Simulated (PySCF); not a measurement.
## Shapes and spin states of [RhO4]-

Method: PySCF, PBE, basis Rh def2-SVPD with ECP28, O def2-SVPD (scalar-relativistic core potentials, no spin–orbit coupling, density fitting).

Relaxations began from a few typed shapes and spin states; open shells are unrestricted. The search is not exhaustive: other isomers or separated fragments can lie lower, and high-lying points may rest on an excited occupation.

```tsv
spin	group	bonds	angles	imaginary modes (cm⁻¹)	ΔE (kJ/mol)	ΔE with ZPE (kJ/mol)
triplet	Td	Rh–O 1.768 Å (×4)	O–Rh–O 109.5° (×6)	none	0.0	0.0
singlet	D4h	Rh–O 1.796 Å (×4)	O–Rh–O 90.0° (×4), O–Rh–O 180.0° (×2)	196i	224.0	–
```

The lowest minimum found is the triplet Td: Rh–O 1.768 Å (×4); O–Rh–O 109.5° (×6).

Formally Rh is in oxidation state +7, d2, with 2 unpaired electrons (the high-spin count). The Mulliken spin on Rh is 0.68, so most of the spin sits on the ligands and the formal count fails. The polar-tensor charge on Rh, 1.56, is far below the formal one.

For the lowest minimum: with open d or f shells other occupations or spin states may lie lower. The lowest empty level of this anion is unbound, so it and the gap depend on the basis.
